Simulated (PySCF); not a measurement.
**How methods differ on the interval between two levels of Yb**

Yb [Xe] 4f14 6s2 → Yb [Xe] 4f14 5d1 6s1 [3D3, M_J = 3], as a difference of total energies. All numbers are calculated (PySCF 2.14, the two-component X2C-1e Hamiltonian, in x2c-SVPall-2c with one added diffuse shell each of s, p, d, f type (8s11p10d4f1g, 128 functions)). Correlated levels: [Ar] 3d10 frozen; the 16 highest virtual spinors dropped. "Screened" scales the spin-orbit matrix elements by Boettger's factors to mimic the two-electron term; Breit and QED terms are absent.

```csv
method,interval between two levels (cm⁻¹)
GHF (screened spin-orbit),21209
GMP2 (screened spin-orbit),24724
```

Errors of the correlated levels include the incompleteness of this basis and the frozen core.

The labels give the starting determinants; with spin-orbit coupling the two ends relaxed to ⟨J²⟩ = 0.00, ⟨L²⟩ = 0.11, ⟨S²⟩ = 0.11 and ⟨J²⟩ = 12.01, ⟨L²⟩ = 6.11, ⟨S²⟩ = 2.11.

For comparison: 25271 cm⁻¹ (measured; NIST Handbook of Basic Atomic Spectroscopic Data (Sansonetti and Martin, J. Phys. Chem. Ref. Data 34, 1559 (2005))).
